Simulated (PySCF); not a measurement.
C$_{6}$H$_{17}$N$_{2}$, charge +1, singlet, geometry from GFN2-xTB; R2SCAN/STO-3G run with PySCF.

PySCF was given this input:
```python
from pyscf import gto, scf, dft

mol = gto.M(
    atom='''
C     2.26536916    0.31431462    0.50585846
N     1.15346862    0.23022134   -0.43032181
C     1.60152577    0.54934793   -1.77779462
C     0.49118207   -1.06462411   -0.37062386
C    -0.51658112   -1.16229881    0.78140589
N    -1.60008823   -0.13377182    0.75007207
C    -1.10619707    1.19859853    1.15036394
C    -2.28362164   -0.05975024   -0.55323935
H     1.92338162    0.10696109    1.51771555
H     2.66999186    1.32352024    0.48216367
H     3.06942945   -0.38897791    0.25791456
H     2.34976669   -0.15828131   -2.15279708
H     0.75183778    0.55390119   -2.45936353
H     2.04139884    1.54406109   -1.77095564
H     1.20858733   -1.88864046   -0.22916079
H    -0.01628321   -1.24652824   -1.31913936
H     0.00046733   -1.06361622    1.73693340
H    -0.98095748   -2.14987700    0.74195894
H    -2.29661180   -0.42863635    1.44317985
H    -0.27808226    1.46439091    0.49064056
H    -0.75027345    1.17603757    2.17792389
H    -1.90475567    1.93289970    1.07205403
H    -2.56887089   -1.05433241   -0.89113852
H    -1.62175220    0.39810170   -1.28424377
H    -3.18099985    0.55034198   -0.46776023
''',
    basis='sto-3g',
    charge=1,
    verbose=4,
)

mf = dft.RKS(mol)
mf.xc = 'r2scan'
mf.kernel()
mf.analyze()
```

What the program printed (banner, timings and long lists left out):

```
PySCF version 2.14.0

[INPUT] verbose = 4
[INPUT] num. atoms = 25
[INPUT] num. electrons = 66
[INPUT] charge = 1
[INPUT] spin (= nelec alpha-beta = 2S) = 0
[INPUT] symmetry False subgroup None
[INPUT] Mole.unit = angstrom
[INPUT] Symbol           X                Y                Z      unit          X                Y                Z       unit  Magmom
[INPUT]  1 C      2.265369160000   0.314314620000   0.505858460000 AA    4.280927283436   0.593968548747   0.955933947194 Bohr   0.0
[INPUT]  2 N      1.153468620000   0.230221340000  -0.430321810000 AA    2.179739785080   0.435055280630  -0.813190366327 Bohr   0.0
[INPUT]  3 C      1.601525770000   0.549347930000  -1.777794620000 AA    3.026445086733   1.038117134797  -3.359544937525 Bohr   0.0
[INPUT]  4 C      0.491182070000  -1.064624110000  -0.370623860000 AA    0.928199589597  -2.011847993509  -0.700377590629 Bohr   0.0
[INPUT]  5 C     -0.516581120000  -1.162298810000   0.781405890000 AA   -0.976196837921  -2.196426425808   1.476643124222 Bohr   0.0
[INPUT]  6 N     -1.600088230000  -0.133771820000   0.750072070000 AA   -3.023728529840  -0.252792102985   1.417430785986 Bohr   0.0
[INPUT]  7 C     -1.106197070000   1.198598530000   1.150363940000 AA   -2.090409502096   2.265022955006   2.173872790176 Bohr   0.0
[INPUT]  8 C     -2.283621640000  -0.059750240000  -0.553239350000 AA   -4.315419471730  -0.112911589477  -1.045470852832 Bohr   0.0
[INPUT]  9 H      1.923381620000   0.106961090000   1.517715550000 AA    3.634664494822   0.202127166085   2.868066724494 Bohr   0.0
[INPUT] 10 H      2.669991860000   1.323520240000   0.482163670000 AA    5.045553370218   2.501090773919   0.911157283515 Bohr   0.0
[INPUT] 11 H      3.069429450000  -0.388977910000   0.257914560000 AA    5.800381019174  -0.735061718406   0.487387881938 Bohr   0.0
[INPUT] 12 H      2.349766690000  -0.158281310000  -2.152797080000 AA    4.440415500726  -0.299108326537  -4.068196882963 Bohr   0.0
[INPUT] 13 H      0.751837780000   0.553901190000  -2.459363530000 AA    1.420767494301   1.046721549171  -4.647523512444 Bohr   0.0
[INPUT] 14 H      2.041398840000   1.544061090000  -1.770955640000 AA    3.857684718605   2.917852579697  -3.346621138354 Bohr   0.0
[INPUT] 15 H      1.208587330000  -1.888640460000  -0.229160790000 AA    2.283899051319  -3.569013217173  -0.433051131589 Bohr   0.0
[INPUT] 16 H     -0.016283210000  -1.246528240000  -1.319139360000 AA   -0.030770807329  -2.355596980136  -2.492812110534 Bohr   0.0
[INPUT] 17 H      0.000467330000  -1.063616220000   1.736933400000 AA    0.000883125710  -2.009943357445   3.282328422610 Bohr   0.0
[INPUT] 18 H     -0.980957480000  -2.149877000000   0.741958940000 AA   -1.853740977044  -4.062678731502   1.402099192273 Bohr   0.0
[INPUT] 19 H     -2.296611800000  -0.428636350000   1.443179850000 AA   -4.339967316444  -0.810005308533   2.727214664991 Bohr   0.0
[INPUT] 20 H     -0.278082260000   1.464390910000   0.490640560000 AA   -0.525499311500   2.767297759203   0.927176284003 Bohr   0.0
[INPUT] 21 H     -0.750273450000   1.176037570000   2.177923890000 AA   -1.417811339033   2.222388919499   4.115679672247 Bohr   0.0
[INPUT] 22 H     -1.904755670000   1.932899700000   1.072054030000 AA   -3.599466550512   3.652651059254   2.025888507436 Bohr   0.0
[INPUT] 23 H     -2.568870890000  -1.054332410000  -0.891138520000 AA   -4.854462431468  -1.992399499153  -1.684007741850 Bohr   0.0
[INPUT] 24 H     -1.621752200000   0.398101700000  -1.284243770000 AA   -3.064667499911   0.752303182724  -2.426869002479 Bohr   0.0
[INPUT] 25 H     -3.180999850000   0.550341980000  -0.467760230000 AA   -6.011218518783   1.039995617051  -0.883938726664 Bohr   0.0

nuclear repulsion = 446.236785444909
number of shells = 41
number of NR pGTOs = 171
number of NR cGTOs = 57
basis = sto-3g
ecp = {}

******** <class 'pyscf.dft.rks.RKS'> ********
method = RKS
initial guess = minao
damping factor = 0
level_shift factor = 0
DIIS = <class 'pyscf.scf.diis.CDIIS'>
diis_start_cycle = 1
diis_space = 8
diis_damp = 0
SCF conv_tol = 1e-09
SCF conv_tol_grad = None
SCF max_cycles = 50
direct_scf = True
direct_scf_tol = 1e-13
XC library pyscf.dft.libxc version 7.1.2
    S. Lehtola, C. Steigemann, M. J. T. Oliveira, and M. A. L. Marques,  SoftwareX 7, 1–5 (2018)
XC functionals = r2scan
    J. W. Furness, A. D. Kaplan, J. Ning, J. P. Perdew, and J. Sun,  J. Phys. Chem. Lett. 11, 8208–8215 (2020)
    J. W. Furness, A. D. Kaplan, J. Ning, J. P. Perdew, and J. Sun,  J. Phys. Chem. Lett. 11, 9248–9248 (2020)
    J. W. Furness, A. D. Kaplan, J. Ning, J. P. Perdew, and J. Sun,  J. Phys. Chem. Lett. 11, 8208–8215 (2020)
    J. W. Furness, A. D. Kaplan, J. Ning, J. P. Perdew, and J. Sun,  J. Phys. Chem. Lett. 11, 9248–9248 (2020)
radial grids:
    Treutler-Ahlrichs [JCP 102, 346 (1995); DOI:10.1063/1.469408] (M4) radial grids

becke partition: Becke, JCP 88, 2547 (1988); DOI:10.1063/1.454033
pruning grids: <function nwchem_prune>
grids dens level: 3
symmetrized grids: False
atomic radii adjust function: <function treutler_atomic_radii_adjust>
small_rho_cutoff = 0
Set gradient conv threshold to 3.16228e-05
Initial guess from minao.
tot grids = 279248
init E= -344.444164098445
  HOMO = -0.245540787424953  LUMO = 0.167245390848382  gap/eV = 11.23248
cycle= 1 E= -343.709144021672  delta_E= 0.735  |g|= 0.313  |ddm|= 5.87
  HOMO = -0.183130953791424  LUMO = -0.0261078590304356  gap/eV = 4.27282
cycle= 2 E= -343.704850954598  delta_E= 0.00429  |g|= 0.357  |ddm|= 0.966
  HOMO = -0.246016241574064  LUMO = 0.0220308108461201  gap/eV = 7.29393
cycle= 3 E= -343.742221701764  delta_E= -0.0374  |g|= 0.0227  |ddm|= 0.493
  HOMO = -0.248979943983115  LUMO = 0.0224453971972022  gap/eV = 7.38586
cycle= 4 E= -343.742381938087  delta_E= -0.00016  |g|= 0.00731  |ddm|= 0.0426
  HOMO = -0.247826924388141  LUMO = 0.0226743978000564  gap/eV = 7.36072
cycle= 5 E= -343.742397728051  delta_E= -1.58e-05  |g|= 0.00154  |ddm|= 0.0114
  HOMO = -0.248056065864486  LUMO = 0.0226040776680355  gap/eV = 7.36504
cycle= 6 E= -343.742398434518  delta_E= -7.06e-07  |g|= 0.00041  |ddm|= 0.00245
  HOMO = -0.248005387621364  LUMO = 0.0226184168821726  gap/eV = 7.36405
cycle= 7 E= -343.742398480208  delta_E= -4.57e-08  |g|= 7.5e-05  |ddm|= 0.000573
  HOMO = -0.248011834766718  LUMO = 0.0226120678481694  gap/eV = 7.36405
cycle= 8 E= -343.742398481933  delta_E= -1.72e-09  |g|= 9.39e-06  |ddm|= 0.000108
  HOMO = -0.248010448113634  LUMO = 0.0226139628136534  gap/eV = 7.36407
cycle= 9 E= -343.742398481961  delta_E= -2.82e-11  |g|= 2.26e-06  |ddm|= 1.59e-05
  HOMO = -0.248010860285188  LUMO = 0.0226131648358094  gap/eV = 7.36405
Extra cycle  E= -343.742398481962  delta_E= -1.02e-12  |g|= 2.24e-06  |ddm|= 6.19e-06
converged SCF energy = -343.742398481962
**** SCF Summaries ****
Total Energy =                        -343.742398481961970
Nuclear Repulsion Energy =             446.236785444909344
One-electron Energy =                -1336.173685740405972
Two-electron Energy =                  546.194501813534657
Two-electron Coulomb Energy =          598.417025983910094
DFT Exchange-Correlation Energy =      -52.222524170375486
HOMO-LUMO gap [eV] =                     7.364054813853639
**** MO energy ****
MO #1   energy= -14.3916355799527  occ= 2
MO #2   energy= -14.1142842198883  occ= 2
MO #3   energy= -10.1273980503082  occ= 2
MO #4   energy= -10.1272068617511  occ= 2
MO #5   energy= -10.1072366682573  occ= 2
MO #6   energy= -10.07509038559    occ= 2
MO #7   energy= -10.0210901094256  occ= 2
MO #8   energy= -10.0192777049352  occ= 2
MO #9   energy= -1.17205745433888  occ= 2
MO #10  energy= -1.0038093217702   occ= 2
MO #11  energy= -0.896515076448535 occ= 2
MO #12  energy= -0.881021264307975 occ= 2
MO #13  energy= -0.829989880054286 occ= 2
MO #14  energy= -0.77678756054309  occ= 2
MO #15  energy= -0.756899735700386 occ= 2
MO #16  energy= -0.71131324411841  occ= 2
MO #17  energy= -0.677690290941373 occ= 2
MO #18  energy= -0.647613819581615 occ= 2
MO #19  energy= -0.635385327930903 occ= 2
MO #20  energy= -0.577929335351985 occ= 2
MO #21  energy= -0.556011551853316 occ= 2
MO #22  energy= -0.547504842789601 occ= 2
MO #23  energy= -0.539421100394197 occ= 2
MO #24  energy= -0.533716939336502 occ= 2
MO #25  energy= -0.528754792315462 occ= 2
MO #26  energy= -0.52593708701071  occ= 2
MO #27  energy= -0.512449975856156 occ= 2
MO #28  energy= -0.484252542808642 occ= 2
MO #29  energy= -0.468382044394172 occ= 2
MO #30  energy= -0.447744548615975 occ= 2
MO #31  energy= -0.433939361596336 occ= 2
MO #32  energy= -0.429038324318812 occ= 2
MO #33  energy= -0.248010860285188 occ= 2
MO #34  energy= 0.0226131648358094 occ= 0
MO #35  energy= 0.0539058171725526 occ= 0
MO #36  energy= 0.0558698908554089 occ= 0
MO #37  energy= 0.0655209667703257 occ= 0
MO #38  energy= 0.142909370331545  occ= 0
MO #39  energy= 0.176612782059692  occ= 0
MO #40  energy= 0.183332597746361  occ= 0
MO #41  energy= 0.208590227995822  occ= 0
 ** Mulliken pop on meta-lowdin orthogonal AOs  **
 ** Mulliken pop  **
 ** Mulliken atomic charges  **
charge of    0C =     -0.08447
charge of    1N =     -0.16206
charge of    2C =     -0.08111
charge of    3C =     -0.02212
charge of    4C =     -0.00828
charge of    5N =      0.07017
charge of    6C =     -0.08103
charge of    7C =     -0.06883
charge of    8H =      0.04889
charge of    9H =      0.06715
charge of   10H =      0.05077
charge of   11H =      0.05059
charge of   12H =      0.05304
charge of   13H =      0.06720
charge of   14H =      0.06593
charge of   15H =      0.06431
charge of   16H =      0.08407
charge of   17H =      0.08472
charge of   18H =      0.22037
charge of   19H =      0.11426
charge of   20H =      0.08873
charge of   21H =      0.08945
charge of   22H =      0.09362
charge of   23H =      0.09867
charge of   24H =      0.09595

WARN: System has nonzero charge 1; the dipole moment is origin-dependent.
Location of origin: [0. 0. 0.]

Dipole moment(X, Y, Z, Debye): -5.27244, -1.09782,  2.24983
```
